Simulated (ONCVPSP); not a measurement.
# Logarithmic derivatives: Ag (Z = 47), ONCV

- Element: Ag
- Generator: ONCVPSP 4.0.1
- Type: optimised norm-conserving Vanderbilt (ONCV)
- Functional: PBE
- Relativity: scalar-relativistic
- Frozen core: [Ar] 3d10
- Valence charge: 19
- Reference configuration: 4s2 4p6 4d10 5s0.5 5p0.5
- Partial waves: 4s+5s: rc 1.42 bohr, ncon 3, nbas 6, qcut 7.2 1/bohr, 2 projectors; 4p+5p: rc 1.06 bohr, ncon 4, nbas 8, qcut 12.6 1/bohr, 3 projectors, debl 1.6 Ha; 4d: rc 1.02 bohr, ncon 3, nbas 7, qcut 7.1 1/bohr, local
- Local potential: the d channel
- Core correction: none

The phase is arctan(r·R′/R) of the radial function R(r), unwrapped; energies in Ha, scanned from -5 to 5 Ha. A pole is an energy at which the radial function vanishes at the test radius. The pseudo phase is shifted by a multiple of π to meet the all-electron one at the reference energy, and phase errors are pseudo minus all-electron; the curves can meet again beyond the range given. Levels narrower than the energy grid can be missing from the lists of poles.

**Question.** For each channel, where are the poles, and over which energies does the pseudopotential scatter like the atom?

**Answer.**

```
channel  radius (bohr)  reference energy (Ha)  poles, all-electron  poles, pseudo  unbroken range about the reference energy with phases within 0.05 rad  phase error 1 Ha above the reference energy (rad)
      s           1.44                  -0.19                -2.83          -2.83                                                        the whole range                                             -0.000
      p           1.07                  -0.05                 2.44           2.44                                                        the whole range                                             -0.000
      d           1.04                  -0.31                 none           none                                                        the whole range                                             +0.000
```

Phases in the p channel:

```csv
E (Ha),all-electron,pseudo
-4.96,0.382,0.381
-4.48,0.092,0.092
-4.00,-0.244,-0.244
-3.52,-0.562,-0.562
-3.04,-0.815,-0.815
-2.56,-0.999,-0.999
-2.08,-1.132,-1.132
-1.60,-1.230,-1.230
-1.12,-1.305,-1.305
-0.64,-1.363,-1.363
-0.16,-1.410,-1.410
0.32,-1.450,-1.450
0.80,-1.483,-1.483
1.28,-1.512,-1.512
1.76,-1.538,-1.538
2.24,-1.562,-1.562
2.72,-1.583,-1.583
3.20,-1.604,-1.604
3.68,-1.624,-1.624
4.16,-1.644,-1.644
4.64,-1.663,-1.663
```
